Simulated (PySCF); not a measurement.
Cs²⁴⁺: ionisation energy

Cs²⁴⁺ [Ar] 3d10 4s2 4p1 (2P) → Cs²⁵⁺ [Ar] 3d10 4s2 (1S), as a difference of total energies. Calculation: PySCF 2.14, in an even-tempered Gaussian basis (20 s from 1.4 bohr⁻², ratio 2.5; 14 p from 1.8 bohr⁻², ratio 2.5; 8 d from 3.2 bohr⁻², ratio 2.5; 5 f from 11 bohr⁻², ratio 2.7; 4 g from 16 bohr⁻², ratio 2.7); the spin-free X2C one-electron Hamiltonian (Gaussian nucleus). Correlated levels: outer shells: [Ne] frozen; virtual orbitals above 40 to 60 times the deepest correlated orbital energy dropped. The calculations carry no spin-orbit coupling.

```csv
method,ionisation energy (eV)
UHF,777.39
MP2 (outer shells),778.35
SCS-MP2 (outer shells),778.23
CCSD (outer shells),778.42
CCSD(T) (outer shells),778.43
```

Problem. How much does correlation contribute at CCSD(T) (outer shells)?

Solution. 778.43 − (777.39) = 1.04 eV, measured against UHF.

Breit and QED terms and the two-electron picture change are absent.

The reference lies between the lowest fine-structure levels, while these numbers refer to the centres of the terms.

For comparison: 791 ± 4 eV (theoretical estimate listed by NIST; NIST Atomic Spectra Database, ionization energies).
